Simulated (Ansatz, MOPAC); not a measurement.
System: C4H2ClO (charge 0, doublet). SMILES: [c]1cocc1Cl

Atoms: Cl1, C2, C3, C4, O5, C6, H7, H8. Bonds: Cl1-C2, C2-C3, C2-C6, C3-C4, C4-O5, C4-H7, O5-C6, C6-H8.

Bond lengths (Å) and angles (degrees) optimised at AM1 with MOPAC; PM3 with MOPAC; PM6 with MOPAC; HF/6-31G* with Ansatz (an electronic-structure program); B3LYP/LANL2DZ with Ansatz; B3LYP/6-31G* with Ansatz, each started from the B3LYP-D3(BJ)/def2-TZVP structure (Ansatz) of the last column. A row stands for all coordinates that are equal there; 11 of 19 kinds are shown. 6-31G* holds six Cartesian d functions. No wavenumbers were computed at AM1, PM3, B3LYP/LANL2DZ, so these may be saddle points.

```csv
coordinate,AM1,PM3,PM6,HF/6-31G*,B3LYP/LANL2DZ,B3LYP/6-31G*,B3LYP-D3(BJ)/def2-TZVP
Cl1-C2,1.660,1.641,1.676,1.716,1.781,1.729,1.715
C2-C3,1.422,1.416,1.411,1.422,1.435,1.422,1.418
C2-C6,1.403,1.393,1.384,1.353,1.376,1.365,1.360
C3-C4,1.372,1.368,1.349,1.352,1.367,1.350,1.344
C4-O5,1.410,1.392,1.423,1.357,1.415,1.376,1.374
C4-H7,1.083,1.085,1.063,1.066,1.076,1.077,1.074
O5-C6,1.398,1.384,1.397,1.347,1.402,1.364,1.363
C6-H8,1.085,1.086,1.068,1.067,1.077,1.079,1.075
Cl1-C2-C3,128.1,128.2,128.2,127.6,127.0,127.9,127.9
Cl1-C2-C6,127.8,128.2,128.1,127.1,126.8,127.1,127.2
C3-C2-C6,104.1,103.6,103.7,105.4,106.2,105.0,104.9
```

Mean signed difference of all 8 bond lengths from B3LYP-D3(BJ)/def2-TZVP: AM1 0.014 Å, PM3 0.005 Å, PM6 0.006 Å, HF/6-31G* -0.005 Å, B3LYP/LANL2DZ 0.026 Å, B3LYP/6-31G* 0.005 Å.
